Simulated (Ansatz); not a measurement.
Basis sets compared for Cd₃Te₄ (the lowest singlet isomer of a short search). Total charge 0; singlet. Geometry PBE-D4/def2-SVP. Ansatz on 4 threads of AMD EPYC 7B13 on a shared host; times are rough, and most runs start from earlier orbitals.

Cartesian coordinates in Å:
```
Cd 2.2298 2.1392 0.5547
Cd -1.1391 -0.2719 -1.8362
Cd -0.6830 1.2066 1.0859
Te -1.7621 2.2436 -1.1740
Te 1.4981 -1.5957 0.3067
Te 0.0806 -0.9342 2.5964
Te -0.2243 -2.7876 -1.5335
```

In the def2 sets Cd, Te take a core potential, while STO-3G treats all electrons; there is no spin–orbit coupling. The structure comes from a short search, and lower isomers may exist.

STO-3G and 6-31G are all-electron sets without relativity, so their totals don't compare with the def2 sets.

Binding counts from free atoms (Cd singlet, Te triplet) in the same basis, without a counterpoise term.

| level | functions | energy (Eh) | HOMO (eV) | LUMO (eV) | binding per atom (eV) | wall time |
| --- | --- | --- | --- | --- | --- | --- |
| HF/STO-3G | 189 | -42423.6763 | -4.03 | 4.82 | – | 11 s |
| PBE-D4/def2-SVP | 197 | -1575.5071 | -5.18 | -3.45 | 1.61 | 3.6 s |
| PBE0-D4/def2-SVP | 197 | -1575.5416 | -6.02 | -2.82 | 1.54 | 8.5 s |

Task: Estimate the rows for HF/def2-TZVP, PBE-D4/def2-TZVP (with forces), PBE0-D4/def2-TZVP.

Result: 
| level | functions | energy (Eh) | HOMO (eV) | LUMO (eV) | binding per atom (eV) | wall time |
| --- | --- | --- | --- | --- | --- | --- |
| HF/def2-TZVP | 320 | -1568.8380 | -7.45 | -0.09 | 0.64 | 21 s |
| PBE-D4/def2-TZVP (with forces) | 320 | -1575.6755 | -5.22 | -3.43 | 1.62 | 7.5 s |
| PBE0-D4/def2-TZVP | 320 | -1575.7039 | -6.02 | -2.77 | 1.56 | 18 s |
